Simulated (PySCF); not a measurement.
Be(Cl)(SeH) (BeClHSe), SMILES [Cl][Be][SeH]. Heavy atoms are numbered as in [Be:1]([Cl:2])[SeH:3]. Hydrogens are named by the atom that carries them.

Geometry: PBE-D3(BJ)/def2-TZVP. Other conformers were not sampled.

Calculation: B3LYP/pcSseg-2 in PySCF.

GIAO shieldings, no solvent; atoms alike by connectivity are averaged. δ = σ(ref) − σ: ³⁵Cl against HCl (σ = 930.0 ppm); ⁷⁷Se against Me2Se (σ = 1646.2 ppm); ¹H against TMS (σ = 31.68 ppm), references at their B3LYP-D3(BJ)/def2-TZVP geometries, non-relativistic (without spin–orbit terms, shifts of atoms bonded to Cl or Br come out too high).

```
atoms      nucleus  count  δ (ppm)
---------  -------  -----  -------
Cl2           ³⁵Cl      1     26.1
Se3 (SeH)     ⁷⁷Se      1      [?]
H on Se3        ¹H      1     0.31
```

Task: What belongs in the gaps? (Estimate from the structure and the level; the computed values follow.)

Result: 
- Se3 (SeH), δ (ppm): -599.0
